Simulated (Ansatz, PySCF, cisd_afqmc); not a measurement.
System: NCO, charge 0, doublet. NCO (SMILES N#C[O], doublet).
B3LYP-D3(BJ)/def2-TZVP minimum from Ansatz (a quantum-chemistry and plane-wave program):
```xyz
3

O      0.0000     0.0000    -1.1348
C      0.0000     0.0000     0.0405
N      0.0000     0.0000     1.2622
```
Charge 0, spin multiplicity 2.

Atomisation energy term by term, kcal/mol (programs: Ansatz, cisd_afqmc). UHF or UKS for unpaired electrons; spin-orbit terms are left out. Cores are frozen in correlated methods. Rows without X2C or -DK are non-relativistic. The Monte Carlo rows (phaseless AFQMC, CISD trial, step 0.005/hartree) carry one-sigma bars that omit the constraint's bias. Outlying blocks are dropped, and bars are widened where a walk drifts. Over all cases where full CI ran beside it in this data, AFQMC minus full CI had a median of +0.1 mEh and passed +0.4 mEh in a tenth of the cases. CBS(X,Y): correlation extrapolated as X^-3, Hartree-Fock from the larger set (Q,5: extrapolated as (X+1)exp(-9√X)). A bracket is a step between two methods taken in the basis named. 'core' is core correlation in cc-pwCVTZ, 'X2C' scalar relativity in cc-pVTZ-DK, both at CCSD(T). The UHF reference of CNO (N#C[O], doublet) is spin-contaminated (<S^2> up to 0.10 over the pure value in the sets run).

| term | basis | kcal/mol |
|---|---|---|
| Hartree-Fock | CBS(cc-pVQZ,cc-pV5Z) | 181.00 |
| CCSD correlation | CBS(cc-pVQZ,cc-pV5Z) | 121.03 |
| (T) | CBS(cc-pVQZ,cc-pV5Z) | 13.07 |
| CCSDT(Q) - CCSD(T) | cc-pVTZ | 1.12 |
| core correlation | cc-pwCVTZ | 1.78 |
| scalar relativity | X2C, cc-pVTZ-DK | -0.38 |
| minus zero-point energy | Hessian by PySCF at B3LYP-D3(BJ)/def2-TZVP | -6.28 |
| sum: D0 |  | 311.3 |

The step beyond CCSD(T) by other levels: AFQMC/CISD in cc-pVDZ 0.84 ± 0.27; CCSDT(Q) in cc-pVDZ 1.60 kcal/mol.
